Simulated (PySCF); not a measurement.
Simulated characterisation data

Method: geometry from GFN2-xTB, PBE0/pcSseg-1 with gauge-including orbitals, in PySCF (averaged over atoms made equivalent by symmetry, fast rotation or ring inversion, single conformer, non-relativistic Hamiltonian, isolated molecule).

Scale: ¹H (σ = 31.72 ppm), ¹³C (σ = 186.93 ppm) vs TMS (reference shieldings calculated alike). Where no couplings were computed, multiplicities follow the n + 1 count of equivalent neighbours, and m marks all less simple cases (inequivalent or close neighbours, rings, F or P nearby). Shifts are as computed. Against solution values, carbons near 30 ppm lie about +3 ppm off and those near 130 ppm about +5 ppm; carbons on Cl a further +6 ppm. Of 1211 compounds with measured shifts, 218 miss one by over three times the rms of a fit or turn the order of signals round; such compounds aren't used in these exercises. Carbons bonded to Cl come out too deshielded. OH and NH positions are gas-phase values without hydrogen bonding to other molecules.

**1.** `InChI=1S/C4H9ClO3Si/c1-2-8-9(6,7)4-3-5/h3-4,6-7H,2H2,1H3/b4-3+`. ¹H NMR (600 MHz, computed): δ 6.45 (d, 1H), 5.98 (d, 1H), 4.25 (q, 2H), 2.03 (br s, 2H), 1.33 (t, 3H). ¹³C{¹H} NMR (computed): δ 146.3, 137.0, 63.3, 21.5.

**2.** SMILES C(C=C)O[Si](O)(O)CCl, C4H9ClO3Si. ¹H NMR (600 MHz, computed): δ 6.36 (m, 1H), 5.49 (m, 1H), 5.39 (m, 1H), 4.66 (d, 2H), 2.96 (s, 2H), 2.26 (br s, 2H). ¹³C{¹H} NMR (computed): δ 146.7 (CH), 122.2 (CH2), 68.6 (CH2), 30.6 (CH2).

**3.** `InChI=1S/C7H13N/c1-4-5(2)7(8)6(4)3/h4,6-7H,2,8H2,1,3H3/t4-,6+,7-/m1/s1`. ¹H NMR (600 MHz, computed): δ 5.79 (br s, 1H), 5.44 (br s, 1H), 4.11 (m, 1H), 2.18 (m, 1H), 1.65 (m, 1H), 1.18 (d, 3H), 0.93 (d, 3H), 0.69 (br s, 2H). ¹³C{¹H} NMR (computed): δ 167.9 (C), 116.8 (CH2), 55.9 (CH), 44.5 (CH), 41.2 (CH), 23.1 (CH3), 15.4 (CH3).
